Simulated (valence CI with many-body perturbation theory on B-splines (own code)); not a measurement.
# Level structure of Tc²¹⁺

Level of theory: relativistic CI+MBPT: four valence electrons over a frozen Dirac-Fock core [Ar], a basis of 9 s, 9 p, 10 d, 8 f, 5 g, 3 h, 1 i functions for each j, with the one-electron correlation potential Σ1, the two-electron term Σ2, the three-electron term Σ3, Breit, model QED; selected CI, second order for the rest (own B-spline code, finite nucleus).

No measured spectrum was set against this ion. As an estimate, terms of the open shell hold to 2 to 4 % of their energy, and close levels can change places. Core correlation moves these levels by up to 9700 cm⁻¹, and in measured spectra 5 to 20 % of such shifts remained as error; rates that hang on mixing are uncertain with them. Only levels of the ground parity were solved; by the run's estimate the other parity begins above the list, which can be wrong where configurations are misplaced.

Levels 1 to 34 of 34, with energies above the lowest level, 3d4 5D_0. "Leading %" is the weight of the configuration and term that name the level; weights of strongly mixed levels are sums over their largest components and can fall short. Lifetimes count E1, E2, E3, M1 and M2 decay at the calculated energies, and are blank where another channel may lead or the interval is too uncertain; long ones can be off by a factor of two.

```
No.  Configuration  Term  J  E (cm⁻¹)  Leading %  Second component  Lifetime      g
  1            3d4    5D  0         0         74       24 % 3d4 3P                 
  2            3d4    5D  1     12704         89       11 % 3d4 3P   11.0 ms  1.497
  3            3d4    5D  2     25180         94                     10.1 ms  1.483
  4            3d4    5D  3     35969         92        5 % 3d4 3F   18.5 ms  1.471
  5            3d4    5D  4     44525         82       15 % 3d4 3F   65.7 ms  1.444
  6            3d4    3P  0     75413         61       25 % 3d4 5D    242 μs       
  7            3d4    3H  4     84075         58       15 % 3d4 3G   1.99 ms  0.940
  8            3d4    3G  3    101100         59       33 % 3d4 3F    810 μs  0.899
  9            3d4    3H  5    102830         79       21 % 3d4 3G   5.06 ms  1.066
 10            3d4    3P  1    103010         83        9 % 3d4 5D    328 μs  1.417
 11            3d4    3F  2    105020         79       12 % 3d4 1D    648 μs  0.757
 12            3d4    3H  6    111000         80       20 % 3d4 1I    128 ms  1.131
 13            3d4    3G  4    120640         37       28 % 3d4 3F    702 μs  1.060
 14            3d4    3P  2    127490         57       37 % 3d4 3D   1.30 ms  1.334
 15            3d4    3G  4    128100         33       31 % 3d4 1G    826 μs  1.096
 16            3d4    3F  3    134780         62       22 % 3d4 3G    754 μs  1.027
 17            3d4    3D  3    143000         72       13 % 3d4 3G    439 μs  1.228
 18            3d4    3G  5    146990         79       21 % 3d4 3H   1.10 ms  1.162
 19            3d4    3P  2    152110         31       31 % 3d4 3D    327 μs  1.174
 20            3d4    1I  6    157800         80       20 % 3d4 3H    917 μs  1.030
 21            3d4    3D  1    158920         91        7 % 3d4 3P    292 μs  0.591
 22            3d4    1S  0    177880         80       20 % 3d4 3P                 
 23            3d4    1G  4    178160         52       29 % 3d4 3F    383 μs  1.059
 24            3d4    1D  2    189660         43       22 % 3d4 3P    314 μs  1.085
 25            3d4    1F  3    199160         71       14 % 3d4 3D            1.041
 26            3d4    3P  2    219100         80        9 % 3d4 3F    444 μs  1.372
 27            3d4    3F  4    227540         81       16 % 3d4 1G            1.203
 28            3d4    3F  2    236560         76       15 % 3d4 1D    267 μs  0.776
 29            3d4    3F  3    240050         82       17 % 3d4 1F            1.070
 30            3d4    3P  1    244460         98                              1.487
 31            3d4    3P  0    256200         92        8 % 3d4 1S                 
 32            3d4    1G  4    260080         85       13 % 3d4 3F            1.031
 33            3d4    1D  2    325690         96                              0.998
 34            3d4    1S  0    411890         96                     87.6 μs
```

Names give the largest LS component (configuration and term), which can be under half, so a name can repeat, a term be missing and a line seem to break the LS rules; names also repeat where a configuration has a term twice.

The ionisation energy to 3d3 4F_3/2 of the next ion comes out as 967.71 eV (NIST: 968 ± 4 eV (theoretical)). All 34 levels together are meant to be complete up to 428330 cm⁻¹.
